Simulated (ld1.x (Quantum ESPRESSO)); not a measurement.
## u(r) = r·R(r): atom against pseudo-atom (mercury (Hg))

Columns: radius, all-electron u(r) and pseudo u(r) of the 5d shell (level -12.14 eV) of mercury in the configuration [Xe] 4f14 5d10 6s2 6p0; PBE, non-relativistic, PAW scheme, ld1.x (Quantum ESPRESSO) 7.5.

```json
{"r (bohr)": "0.165", "all-electron": "0.1357", "pseudo": "0.0051"}
{"r (bohr)": "0.330", "all-electron": "-0.4486", "pseudo": "0.0387"}
{"r (bohr)": "0.495", "all-electron": "-0.1692", "pseudo": "0.1184"}
{"r (bohr)": "0.660", "all-electron": "0.3335", "pseudo": "0.2447"}
{"r (bohr)": "0.825", "all-electron": "0.6956", "pseudo": "0.4001"}
{"r (bohr)": "0.990", "all-electron": "0.8751", "pseudo": "0.5552"}
{"r (bohr)": "1.155", "all-electron": "0.9208", "pseudo": "0.6788"}
{"r (bohr)": "1.320", "all-electron": "0.8881", "pseudo": "0.7483"}
{"r (bohr)": "1.485", "all-electron": "0.8166", "pseudo": "0.7568"}
{"r (bohr)": "1.650", "all-electron": "0.7301", "pseudo": "0.7139"}
{"r (bohr)": "1.815", "all-electron": "0.6419", "pseudo": "0.6403"}
{"r (bohr)": "1.980", "all-electron": "0.5583", "pseudo": "0.5585"}
{"r (bohr)": "2.145", "all-electron": "0.4824", "pseudo": "0.4824"}
{"r (bohr)": "2.310", "all-electron": "0.4151", "pseudo": "0.4151"}
{"r (bohr)": "2.475", "all-electron": "0.3561", "pseudo": "0.3561"}
{"r (bohr)": "2.640", "all-electron": "0.3050", "pseudo": "0.3050"}
{"r (bohr)": "2.805", "all-electron": "0.2608", "pseudo": "0.2608"}
{"r (bohr)": "2.970", "all-electron": "0.2230", "pseudo": "0.2230"}
{"r (bohr)": "3.135", "all-electron": "0.1904", "pseudo": "0.1904"}
{"r (bohr)": "3.300", "all-electron": "0.1626", "pseudo": "0.1626"}
{"r (bohr)": "3.465", "all-electron": "0.1387", "pseudo": "0.1387"}
{"r (bohr)": "3.630", "all-electron": "0.1184", "pseudo": "0.1184"}
{"r (bohr)": "3.795", "all-electron": "0.1010", "pseudo": "0.1010"}
{"r (bohr)": "3.960", "all-electron": "0.0862", "pseudo": "0.0862"}
{"r (bohr)": "4.125", "all-electron": "0.0735", "pseudo": "0.0735"}
{"r (bohr)": "4.290", "all-electron": "0.0627", "pseudo": "0.0627"}
```

Problem. How many radial nodes do the two functions have?

Solution. The all-electron 5d function has n − l − 1 = 2; the pseudo-wave has 0, since the states of the same l below it are removed with the core.

Problem. At about which radius was the pseudo-wave matched?

Solution. 2.10 bohr, where the columns begin to agree (steps of 0.17 bohr).

Problem. Is the pseudo-wave norm-conserving?

Solution. No, it belongs to a PAW set: the norm inside the radius is not constrained, and the difference is carried by the augmentation charge.
